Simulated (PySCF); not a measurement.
Calculation: PySCF 2.14.0 with PBE-D3(BJ)/def2-TZVP // BP86-D3(BJ)/def2-SVP. Gas-phase values, no solvent. One relaxed conformer stands for a flexible species; it need not be the lowest. 

Reference species: [W(Cl)6] (neutral, multiplicity 1).

- mean distance from the central atom to its bonded neighbours = 2.323 Å
- LUMO = -5.76 eV

Changed species: [W(Cl)3(OH)3] (3 of 6 Cl replaced by OH; the reference has 0 of 6 Cl replaced by OH).

Question: What does the change do to the mean distance from the central atom to its bonded neighbours and LUMO?

Answer: the mean distance from the central atom to its bonded neighbours falls by 0.191 Å, to 2.132 Å; the LUMO increases by 0.74 eV, to -5.02 eV.
